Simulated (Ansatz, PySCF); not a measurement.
System: MgCl₂, net charge 0, singlet state. 
Coordinates optimised at B3LYP-D3(BJ)/def2-TZVP (Ansatz, a first-principles code):
```
Mg
Cl 1 2.1757
Cl 1 2.1757 2 180.00
```
Charge 0, spin multiplicity 1.

Quantity: atomisation energy (electronic, to ground-state atoms), in kcal/mol. Valence correlation only, unless marked. UHF or UKS for open shells. Spin-orbit coupling is left out. Non-relativistic. The coupled-cluster limit lacks core correlation, which all-electron functionals hold. Basis-set limits of correlation are two-point, X^-3; Hartree-Fock from the larger set.

| level | program | atomisation energy (kcal/mol) | minus last row |
|---|---|---|---|
| HF/def2-TZVPP | Ansatz | 150.5 | -40.8 |
| PBE/def2-TZVPD | Ansatz | 185.3 | -6.0 |
| revPBE-D4/def2-TZVPD | Ansatz + dftd4 | 181.8 | -9.5 |
| M06-L/def2-TZVPD | PySCF | 197.2 | 5.9 |
| PBE0/def2-QZVPP | Ansatz | 186.3 | -5.0 |
| BHLYP-D4/def2-TZVPD | Ansatz + dftd4 | 178.8 | -12.5 |
| B2PLYP/def2-TZVPD | Ansatz | 182.8 | -8.5 |
| RI-MP2/def2-TZVPP | Ansatz | 192.3 | 1.0 |
| CCSD/def2-QZVPP | Ansatz | 183.1 | -8.2 |
| CCSD(T)/CBS(def2-TZVPPD,def2-QZVPPD) | Ansatz | 191.3 | 0.0 |
